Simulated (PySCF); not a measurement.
**Zn (zinc, neutral) across methods**

[Ar] 3d9 4s2 5s1, high-spin 3D determinant (an excited configuration). All numbers are calculated (PySCF 2.14, a scalar-relativistic core potential, in aug-cc-pVTZ-PP with ECP10MDF).

| method | E (hartree) | mean ε 4s α (eV) | mean ε 4s β (eV) | mean ε 5s α (eV) | Σ⟨r²⟩ (bohr²) | ⟨S²⟩ |
| --- | --- | --- | --- | --- | --- | --- |
| B3LYP | -226.6378 | -12.870 | -12.612 | -1.992 | 87.16 | 2.001 |
| PBE0 | -226.5472 | -12.939 | -12.626 | -2.141 | 88.57 | 2.001 |
| PBE | -226.5949 | -12.030 | -11.740 | -1.867 | 88.06 | 2.001 |
| CAM-B3LYP | -226.5566 | -14.364 | -14.086 | -2.444 | 87.20 | 2.001 |
| r2SCAN | -226.4845 | -12.252 | -12.100 | -1.842 | 87.85 | 2.002 |
| BLYP | -226.5792 | -11.982 | -11.752 | -1.651 | 86.89 | 2.001 |
| r2SCANh | -226.4767 | -12.599 | -12.420 | -1.942 | 87.84 | 2.002 |
| LDA | -226.1848 | -12.306 | -12.031 | -1.836 | 86.06 | 2.001 |
| UHF | -225.52668 | -14.858 | -14.405 | -2.659 | 90.39 | 2.002 |

Energies and moments cover only the electrons outside the core potential. The outer electron is Rydberg-like, and this basis confines it to a smaller radius and binds it less than a complete one would.
